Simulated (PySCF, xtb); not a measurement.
B(Me)3 (C₃H₉B), SMILES CB(C)C.

GFN2-xTB run with xtb 6.7.1 at its own geometry gives an orbital gap of 4.95 eV and a dipole moment of 0.04 D.

Geometry: B3LYP-D3(BJ)/def2-SVP. The isomer is the one that the SMILES or the coordinates give; other isomers of the formula were not compared.

Question: What does M06-2X/def2-TZVP (PySCF) give? (The exact figures need the calculation; the answer reports its results.)

Answer: gap 10.51 eV (levels -9.76 and 0.75 eV), dipole 0.05 D.
